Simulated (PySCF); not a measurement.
A PySCF script (with the pyscf-properties extension) for the NMR shieldings of `C#Cc1csc(C(=O)Cl)c1`, C7H3ClOS, on a GFN2-xTB geometry:

```python
import basis_set_exchange as bse
import numpy as np
from pyscf import gto, dft
from pyscf.prop import nmr

atoms = """
C    -3.101820    1.355394    0.298351
C    -2.098539    0.724749    0.108106
C    -0.911396   -0.005881   -0.109369
C    -0.870078   -1.246633   -0.704724
S     0.708778   -1.874332   -0.827667
C     1.360362   -0.450197   -0.063328
C     2.781377   -0.382247    0.132673
O     3.604418   -1.189644   -0.164130
Cl    3.279963    1.133217    0.924028
C     0.372323    0.448183    0.258248
H    -3.979565    1.905191    0.465056
H    -1.706227   -1.809601   -1.072346
H     0.556014    1.392289    0.737374
"""
names = dict.fromkeys(["C", "S", "O", "Cl", "H"], "pcSseg-1")
basis = {el: gto.basis.parse(bse.get_basis(n, elements=[el], fmt="nwchem")) for el, n in names.items()}
mol = gto.M(atom=atoms, basis=basis, charge=0, verbose=0)
mf = dft.RKS(mol, xc="PBE0")
mf.grids.level = 2
mf.grids.alignment = dft.numint.BLKSIZE   # the property module wants whole blocks of grid points
mf.conv_tol = 1e-9
mf.kernel()

calc = nmr.RKS(mf)   # GIAO
C = mf.mo_coeff
Co = C[:, mf.mo_occ > 0]
resp = mf.gen_response(singlet=True, hermi=2)
def vind(x):   # induced exchange potential for any number of trial vectors
    d = np.einsum("pi,xij,qj->xpq", C, 2 * x.reshape(-1, C.shape[1], Co.shape[1]), Co, optimize=True)
    return np.einsum("xpq,pi,qj->xij", resp(d - d.transpose(0, 2, 1)), C, Co, optimize=True).ravel()
mo1, _ = nmr.rhf.solve_mo1(calc, with_cphf=vind)
sigma = calc.kernel(mo1)
for i, s in enumerate(sigma):   # ppm
    w = np.linalg.eigvalsh((s + s.T) / 2)
    print("%2d %-2s iso %8.1f  s11 %8.1f  s22 %8.1f  s33 %8.1f" % (i, mol.atom_pure_symbol(i), w.mean(), *w))
```

Question: Give the expected output.

Answer: 
```
 0 C  iso     98.1  s11     30.6  s22     49.7  s33    213.9
 1 C  iso    105.6  s11      6.7  s22      9.3  s33    300.8
 2 C  iso     59.8  s11     -9.5  s22     45.8  s33    143.0
 3 C  iso     33.0  s11    -61.7  s22     21.7  s33    139.0
 4 S  iso    249.3  s11    107.8  s22    225.2  s33    415.0
 5 C  iso     42.3  s11     -6.3  s22     31.5  s33    101.8
 6 C  iso     20.0  s11    -79.0  s22     53.8  s33     85.3
 7 O  iso   -210.6  s11   -568.8  s22   -307.5  s33    244.6
 8 Cl iso    521.5  s11    148.4  s22    437.2  s33    979.0
 9 C  iso     35.9  s11    -34.6  s22      3.2  s33    139.2
10 H  iso     28.9  s11     24.3  s22     25.1  s33     37.2
11 H  iso     23.8  s11     21.0  s22     24.1  s33     26.2
12 H  iso     23.4  s11     19.6  s22     22.4  s33     28.3
```

These numbers come from an equivalent density-fitted implementation of the same equations, which agrees with the script to about 0.01 ppm for H and up to a few tenths of a ppm for heavy atoms, so last digits may differ.

Question: Turn these shieldings into chemical shifts. References, each an isolated molecule treated in the same way: TMS for $^{13}$C (186.93 ppm) and $^{1}$H (31.72 ppm); $^{33}$S (503.73 ppm) against CS2; $^{17}$O (336.08 ppm) vs H2O; $^{35}$Cl (949.78 ppm) vs HCl.

Answer: Averaging equivalent atoms: C 6: 166.9; C 3: 153.9; C 9: 151.0; C 5: 144.6; C 2: 127.2; C 0: 88.8; C 1: 81.3; S 4: 254; O 7: 546.7; Cl 8: 428; H 12: 8.27; H 11: 7.94; H 10: 2.83 ppm. Unscaled 17O shifts of doubly bonded oxygen tend to come out too high, by tens of ppm or more. Experimental scales use liquid or dissolved standards, which lie at an offset from isolated H2O (liquid H2O: subtract about 36 ppm).

Size and cost of the density-fitted run: 199 basis functions, about 90 core-seconds.
